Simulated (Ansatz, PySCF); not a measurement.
FMg, charge +1, singlet, geometry from GFN2-xTB (such geometries of metal compounds can be far from the true shape). Base run: HF/6-31G* in PySCF.

The PySCF input:
```python
from pyscf import gto, scf

mol = gto.M(
    atom='''
Mg   -0.00000000   -0.00000000   -0.74597931
F     0.00000000    0.00000000    0.99463908
''',
    basis='6-31g*',
    charge=1,
    verbose=4,
)

mf = scf.RHF(mol)
mf.kernel()
```

The same geometry, method and basis name were run in Ansatz (an electronic-structure program) and PySCF, at each program's defaults and at the settings that a row names. The base is PySCF at its defaults. Differences at the defaults can come from grids, fitting, cores and function types together.

```csv
code and settings,ΔE vs base (mEh),basis functions,E (Eh),SCF cycles
"PySCF, defaults (exact integrals, spherical functions)",0.000,32,-298.80067,9
"Ansatz, defaults (factorised integrals, Cartesian functions)",-2.068,34,-298.80274,-
"PySCF, density fitting with def2-universal-jkfit",(withheld),32,(withheld),9
"Ansatz, high accuracy, Cartesian functions as the basis file defines them",-2.074,34,-298.80275,-
```

Q: Some entries are withheld; supply them.

A: 
- PySCF, density fitting with def2-universal-jkfit, ΔE vs base (mEh): 0.062
- PySCF, density fitting with def2-universal-jkfit, E (Eh): -298.80061
